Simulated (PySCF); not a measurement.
These 3 structures share the formula C4H9Al. Method: PySCF 2.14.0, PBE0-D3(BJ)/def2-SVP geometry optimisation, gas phase. Energies are electronic, without zero-point or thermal terms, for one conformer each. No frequencies were run at this level. Point groups hold within 0.08 Å.

Question: Order them by energy at this level, lowest first, and give relative energies in kJ/mol.
A. `[CH2:1]1[CH2:2][CH2:3][AlH:4][CH2:5]1` with C5–C1–C2–C3 52°, C1–C2–C3–Al4 -36°, C2–C3–Al4–C5 13°, C3–Al4–C5–C1 13°
B. `[CH3:1][AlH:2][CH:3]1[CH2:4][CH2:5]1` with C1–Al2–C3–C4 -146°
C. `[CH2:1]=[CH:2][CH2:3][AlH:4][CH3:5]` with C1–C2–C3–Al4 95°, C2–C3–Al4–C5 -24°

Answer: A (0.0), C (59.9), B (64.8).

As drawn, the highest has a three-membered ring, which the lowest lacks. Neighbours under 10 kJ/mol apart (C=C[CH2][AlH][CH3] and [CH3][AlH][CH]1CC1) can change places with a better method, another conformer or zero-point energy.

| SMILES | E (Eh) | E rel (kJ/mol) | dipole (D) | point group | A, B, C (MHz) |
| --- | --- | --- | --- | --- | --- |
| C1C[CH2][AlH][CH2]1 | -399.77022 | 0.0 | 0.15 | C2 | 5322, 4295, 2601 |
| C=C[CH2][AlH][CH3] | -399.74742 | 59.9 | 0.29 | C1 | 5892, 2343, 1804 |
| [CH3][AlH][CH]1CC1 | -399.74555 | 64.8 | 0.84 | – | 11336, 1816, 1802 |

Question: How do the relative energies change in single points at PBE0/pcSseg-1 (no added dispersion term) on the same geometries?

Answer: 
```
             SMILES  PBE0-D3(BJ)/def2-SVP (kJ/mol)  PBE0/pcSseg-1 (kJ/mol)  shift
C1C[CH2][AlH][CH2]1                            0.0                     0.0    0.0
 C=C[CH2][AlH][CH3]                           59.9                    49.6  -10.3
 [CH3][AlH][CH]1CC1                           64.8                    59.1   -5.7
```

Each column counts from its own lowest isomer. The order is unchanged; the largest shift is 10.3 kJ/mol.
